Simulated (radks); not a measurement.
Results of a calculation; reference values are marked as such.
Polarisability of neutral platinum, [Xe] 4f14 5d9 6s1, at imaginary frequency. Code: a radial shooting solver on a logarithmic mesh with Libxc functionals. Model: scalar-relativistic Kohn-Sham, LB94 model potential, spin-unpolarised, spherical densities, finite nucleus; Fermi nuclear charge, rms radius 5.427 fm. Response by self-consistent Sternheimer equations with the Hartree and adiabatic LDA kernel, the relativistic mass of each level held fixed and spin-orbit coupling left out.

w (hartree)  alpha1(iw) (bohr^3)
0.00266                    30.23
0.0143                     30.16
0.0360                     29.82
0.0697                     28.76
0.118                      26.50
0.186                      22.85
0.280                      18.35
0.413                      13.90
0.605                      10.04
0.892                      6.888
1.35                       4.378
2.12                       2.476
3.59                       1.177
6.94                      0.4353
17.5                      0.1048

Static values: alpha1 = 30.23 bohr^3 (4.480 angstrom^3; uncoupled 58.06). C6 = 277.1, triple-dipole C9 = 5606 atomic units. One-pole (London) frequency 4 C6 / (3 alpha1^2) = 0.404 hartree, against 0.389 for minus the highest occupied eigenvalue. Recommended static value: 48 bohr^3 (Schwerdtfeger and Nagle, 2023 table).

Beside tabulated values, note that spin-unpolarised runs miss the spin-polarisation part of the exchange energy of open shells.
